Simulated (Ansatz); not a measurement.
C2H6Be, triplet, geometry from GFN2-xTB (such geometries of metal compounds can be far from the true shape) (a higher spin typed on purpose: for a closed-shell molecule this is an excited state); Ansatz (a first-principles code) with SC-NEVPT2/6-31G, CASSCF(4,5).

Input for Ansatz:
Ansatz 0.2 input:
```yaml
crystal:
  periodic: [false, false, false]
  atoms:
    - {symbol: Be, position_ang: [-0.57169851, 0.75160832, -0.60183832]}
    - {symbol: C, position_ang: [1.12682506, -0.00700046, -0.74686799]}
    - {symbol: H, position_ang: [1.25055398, -1.01625884, -0.38536945]}
    - {symbol: H, position_ang: [1.79028133, 0.65694152, -0.21053033]}
    - {symbol: H, position_ang: [1.34254836, 0.03110627, -1.80622478]}
    - {symbol: C, position_ang: [-0.94670046, -0.23253048, 0.93785150]}
    - {symbol: H, position_ang: [-1.27311183, -1.21380436, 0.62389367]}
    - {symbol: H, position_ang: [-1.76938894, 0.29959294, 1.39681210]}
    - {symbol: H, position_ang: [-0.13483638, -0.32682527, 1.64287095]}
basis:
  gaussian:
    orbitals: 6-31G
correlation: {method: sc_nevpt2, electrons: all, active_space: {window: {electrons: 4, orbitals: 5}}}
magnetization: {spin_polarized: false, initial_magnetization: 2}
```

It wrote (shortened):

```
Functional definition: HF
571 factors; integrals over basis functions are off by at most 2.1e-4 eV
mean field evaluation 1: about -2547.8664 eV, gradient 1.9e1 eV
mean field evaluation 2: about -2547.8625 eV, gradient 1.9e1 eV
mean field evaluation 4: about -2549.5036 eV, gradient 2.1e0 eV
mean field evaluation 8: about -2549.5461 eV, gradient 4.8e-2 eV
mean field evaluation 16: about -2549.3765 eV, gradient 1.8e0 eV
mean field -2549.54617852 eV, -93.6940939161 hartree, gradient 1.9e-6 eV, S^2 2.000000; 2 other end points of the search recorded, 0 dependent functions left out
reference -2549.54617852 eV, -93.6940939161 hartree; 12, 10 occupied and 27, 29 virtual orbitals, 571 factors
state -2550.27479609 eV, -93.7208701180 hartree
state -2550.27479609 eV, -93.7208701180 hartree; corrected -2555.43689827 eV, -93.9105738742 hartree
state -2550.05557706 eV, -93.7128139670 hartree
state -2550.05557706 eV, -93.7128139670 hartree; corrected -2555.23422656 eV, -93.9031258261 hartree
state -2550.27479609 eV, -93.7208701180 hartree; corrected -2555.43689827 eV, -93.9105738742 hartree
state -2550.07034727 eV, -93.7133567624 hartree
state -2550.07034727 eV, -93.7133567624 hartree; corrected -2555.38907041 eV, -93.9088162326 hartree
state -2550.27479609 eV, -93.7208701180 hartree; corrected -2555.43689827 eV, -93.9105738742 hartree
1 active orbitals were swapped for others, from the solution at -2550.05557662 eV, -93.7128139510 hartree to that at -2550.07034508 eV, -93.7133566820 hartree; typed "places" are swapped only where nearly empty or full, and so, without "given_window_search", are "orbital_numbers", "shells" and a window whose orbitals a file names under [Active]
the orbitals are reached from a further start. From the first start the search ends at -2550.07034508 eV, -93.7133566820 hartree
Total energy: -2555.43689827 eV, -93.9105738742 hartree
```
